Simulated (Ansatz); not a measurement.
A run for Ansatz (a quantum-chemistry and plane-wave program): R-BLYP/def2-TZVPP on CH5AlO2 (SMILES [CH3][Al]([OH])[OH]), a point of a torsion scan.

Ansatz 0.2 input:
```yaml
crystal:
  periodic: [false, false, false]
  atoms:
    - {symbol: C, position_ang: [-1.41051145, -0.06336686, 0.19965267]}
    - {symbol: Al, position_ang: [0.47026339, 0.08269563, -0.44324667]}
    - {symbol: O, position_ang: [1.42205358, -1.25626090, -0.32649258]}
    - {symbol: O, position_ang: [0.97433943, 1.51766864, -1.07494959]}
    - {symbol: H, position_ang: [-1.46832216, -0.64828525, 1.11486125]}
    - {symbol: H, position_ang: [-2.03230721, -0.56677874, -0.53844632]}
    - {symbol: H, position_ang: [-1.84601722, 0.91577176, 0.38319793]}
    - {symbol: H, position_ang: [1.99730007, -2.00413375, -0.27918432]}
    - {symbol: H, position_ang: [1.27317348, 2.33445025, -1.44354889]}
basis:
  gaussian:
    orbitals: def2-TZVPP
hamiltonian:
  xc: {name: BLYP}
scf: {lower_state_search: off}
```

**Question.** What total energy does the run end on?

**Answer.** -434.1604 hartree.
